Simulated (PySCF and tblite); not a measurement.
Results of a calculation; reference values are marked as such.
System: C₈H₉B, numbered as in [BH2:1][C:2]1=[CH:3][C@@H:4]2[CH:5]=[CH:6][C@@H:7]3[C@H:8]1[C@H:9]23.

For the rotation about the B1–C2 bond (torsion H–B1–C2–C3 from -3° to 183°, rising): electronic barrier 9.67 kcal/mol, zero-point change -0.58 kcal/mol, thermal and entropy terms at 200 K a further 0.06 kcal/mol (symmetry numbers apart). The minimum is C1, the saddle C1. Geometries: GFN2-xTB; energies: PBE0/pcSseg-1 + D3(BJ); zero-point and thermal terms from GFN2-xTB harmonic modes (soft modes blended into free rotors). Rates follow Eyring's equation with the number of equivalent paths and no tunnelling. (PySCF 2.14 with density fitting, tblite 0.8.)

How many equivalent paths lead out of the minimum?

2: the symmetry number of the minimum is 1, that of the saddle displaced along its mode 1, and since the end is the start again or its mirror image, the same path run backwards is a second way out.

Work out the rate at 200 K.

ΔG‡ = 9.15 kcal/mol; k_B T/h = 4.2×10¹² s⁻¹; exp(−ΔG‡/RT) = 1×10⁻¹⁰; times 2 gives k = 847 s⁻¹. Wigner's tunnelling factor for the 285i cm⁻¹ mode would be 1.18.
